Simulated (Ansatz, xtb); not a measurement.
Molecule: sum formula H₄BN₂O (charge -1, singlet). It need not be the lowest isomer of its formula. Whether it binds its extra electron was not tested at this geometry. SMILES: NB(N)[O-]
Structure (B3LYP-D3(BJ)/def2-TZVP (Ansatz, a first-principles code) minimum search):
```xyz
8

N     -1.1917    -0.7542     0.0901
B     -0.0092     0.1846     0.0266
N      1.2579    -0.5792    -0.2818
O     -0.0727     1.4653     0.2107
H     -2.0648    -0.2522     0.0028
H     -1.1797    -1.5212    -0.5717
H      1.3296    -1.4986     0.1374
H      2.0793    -0.0397    -0.0448
```
Charge -1, spin multiplicity 1.

Harmonic wavenumbers from GFN2-xTB (xtb, at its own minimum), cm⁻¹: 225, 271, 345, 405, 462, 630, 699, 743, 826, 927, 974, 1562, 1589, 1612, 3385, 3387, 3409, 3418.

### Question
Give the harmonic wavenumbers at B3LYP-D3(BJ)/def2-TZVP (Ansatz, finite differences of forces, unscaled).

### Answer
331, 364, 376, 443, 488, 597, 721, 755, 864, 994, 1135, 1533, 1584, 1611, 3487, 3490, 3584, 3586 cm⁻¹. Zero-point energy 37.1 kcal/mol.

### Question
From these and the geometry, give the ideal-gas thermochemistry at 298.15 K and 1 atm (rigid rotor, harmonic oscillator).

### Answer
Point group C2, rotational symmetry number 2. Rotational constants 9.454, 9.137, 4.702 GHz. S(trans) 38.14, S(rot) 22.81, S(vib) 6.24, S(elec, spin only) 0.00, S 67.2 cal/(mol K). H(298) - H(0) 3.66 kcal/mol; G - E(el) 20.7 kcal/mol.
